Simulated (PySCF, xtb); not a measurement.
Si(H)(Cl)(OH)2 (ClH3O2Si), SMILES O[SiH](O)Cl. Other conformers were not sampled.

Harmonic wavenumbers (cm⁻¹) from GFN2-xTB (xtb) at its own minimum, in rising order: 151, 190, 249, 284, 321, 482, 659, 672, 786, 804, 881, 966, 2411, 3647, 3683.

Task: What does PBE0-D3(BJ)/def2-SVP (PySCF) give at its own minimum? (Estimate from the structure and the level; the computed values follow.)

Result: 157, 191, 249, 320, 365, 541, 760, 786, 839, 873, 911, 993, 2337, 3927, 3938. Paired by order, the mean absolute difference is 77 cm⁻¹ and the zero-point energies are 23.1 and 24.6 kcal/mol.
